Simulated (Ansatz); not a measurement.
Cost and result for the atomization energy of C2H4AlCl (8 atoms, 7 bonds).

Z-matrix (Å, degrees):
```
C
C 1 1.336
Al 1 1.926 2 118.5
H 1 1.089 2 117.6 3 180.0
H 2 1.089 1 121.9 3 0.0
H 2 1.088 1 122.9 3 -180.0
Cl 3 2.101 1 120.3 2 179.9
H 3 1.577 1 121.2 2 -0.1
```

Charge 0, multiplicity 1. The bonds changed during the relaxation, so this is another structure than the one it started from. Geometry: relaxed with PBE0-D4/def2-TZVP. Program: Ansatz. All runs use 2 threads of an Arm Neoverse V1 on a shared host. Times are those of one run each, without the atoms' runs, and a repeat can differ threefold. Electronic energies, without spin–orbit coupling; frozen cores. CCSD(T)/CBS adds CCSD(T) − MP2 in def2-TZVPP to the MP2 limit, and its time is that of the two runs behind it. T1 = 0.010. B3LYP takes the VWN-RPA correlation (the form of Gaussian; ORCA's B3LYP/G). HSE06 is the plane-wave form, built on full-range PBE exchange.

CCSD(T)/CBS is a level of theory with its own doubt, some kJ/mol a heavy atom from the limit and from the frozen cores, so smaller differences don't rank the functionals.

| level | functions | wall time | atomization (kcal/mol) | difference from CCSD(T)/CBS | per bond |
| --- | --- | --- | --- | --- | --- |
| LDA (SPW92)/def2-TZVPP | 202 | 2.3 s | 785.4 | 84.7 | 12.1 |
| CCSD(T)/def2-SVP | 84 | 3 s | 667.7 | -33.0 | -4.7 |
| revPBE-D4/def2-TZVPP | 202 | 3.3 s | 694.1 | -6.6 | -0.9 |
| BLYP-D4/def2-TZVPP | 202 | 3.4 s | 694.6 | -6.1 | -0.9 |
| PBE0-D4/def2-TZVPP | 202 | 5 s | 701.0 | 0.3 | 0.0 |
| CAM-B3LYP-D4/def2-TZVPP | 202 | 6 s | 700.0 | -0.7 | -0.1 |
| HSE06-D4/def2-TZVPP | 202 | 6 s | 701.5 | 0.8 | 0.1 |
| r2SCAN-D4/def2-TZVPP (with forces) | 202 | 7.5 s | 703.6 | 2.9 | 0.4 |
| B3LYP-D4/def2-TZVPP (with forces) | 202 | 7.5 s | 698.0 | -2.7 | -0.4 |
| PBE-QIDH/def2-TZVPP | 202 | 8.5 s | 698.1 | -2.6 | -0.4 |
| MP2/def2-QZVPP | 374 | 29 s | 705.4 | 4.7 | 0.7 |
| CCSD(T)/def2-TZVPP | 202 | 78 s | 683.4 | -17.3 | -2.5 |
| CCSD(T)/CBS(def2) | – | 110 s | 700.7 | 0.0 | 0.0 |

In def2-TZVPP, CCSD(T) changes the Hartree–Fock value by +150.0 kcal/mol (the triples alone add +10.2 kcal/mol) and MP2 by +161.9 kcal/mol; breaking electron pairs costs correlation energy, which Hartree–Fock lacks. Leaving LDA and LC-ωPBE aside and taking each functional with its dispersion term where it has one, the values, not all of them listed here, spread over 26.4 kcal/mol, from BHLYP-D4 to PBE-D4. LDA lies +79.5 kcal/mol from PBE without D4, its usual overbinding. At CCSD(T), def2-SVP lies −33.0 kcal/mol from the extrapolated value and def2-TZVPP −17.4 kcal/mol: correlation converges slowly with the basis, and small sets miss more of it in the bonded molecule than in its fragments.
